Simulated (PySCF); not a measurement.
Niobium: a sound run and one with changed settings

Sound run: Nb+ [Kr] 4d4, Nb(2+) [Kr] 4d3. All numbers are calculated (PySCF 2.14, scalar relativity through the core potential, in aug-cc-pVDZ-PP with ECP28MDF). The sound run starts from symmetry-adapted Hartree-Fock orbitals and uses a fine grid where one is needed.

Changed run: basis STO-3G, all-electron and non-relativistic. This setting is unsound on purpose.

```csv
species,method,sound run (hartree),changed run (hartree),converged
Nb+,UHF,-55.92700,-3715.78718,yes
Nb+,LDA,n/a,-3712.81238,yes
Nb+,PBE0,-56.38037,-3717.09105,yes
Nb(2+),UHF,-55.44583,-3715.35878,yes
Nb(2+),LDA,-55.68253,-3712.34169,yes
Nb(2+),PBE0,-55.85347,-3716.62291,yes
```

Ionisation energy of Nb+:

```
method  sound run (eV)  changed run (eV)
   UHF          13.093            11.657
   LDA             n/a            12.808
  PBE0          14.338            12.739
```

A minimal basis cannot let orbitals breathe on ionisation and holds almost no correlation. The Hamiltonian changed with the basis, so the totals do not compare.

For comparison, NIST gives 14.32 eV between the lowest levels.
